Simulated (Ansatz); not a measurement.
System: BaCl₂, net charge -1, doublet state. SMILES of the parent species: [Cl][Ba][Cl]
Structure (B3LYP-D3(BJ)/def2-TZVP (Ansatz, a program for electronic structure) minimum search):
```
Ba
Cl 1 2.8402
Cl 1 2.8402 2 122.35
```
Charge -1, spin multiplicity 2.

Parts of the frozen-core correlation energy in def2-SVP (Ansatz, hartree). Frozen orbitals: 14; correlated occupied orbitals by spin: 9 and 8; virtual: 43 and 44. UHF or UKS for open shells. Spin-orbit coupling is left out. Past Kr the def2 sets carry scalar-relativistic core potentials.

```tsv
term	value
reference (HF)	-944.02506
MP2 opposite-spin	[?]
MP2 same-spin	[?]
CCSD correlation	-0.30130
(T)	[?]
T1 diagnostic	0.011
largest doubles amplitude	0.018
<S^2> of the reference	0.750
```

Task: What belongs in the gaps?

Result: 
- MP2 opposite-spin, value: -0.20224
- MP2 same-spin, value: -0.07545
- (T), value: -0.00450
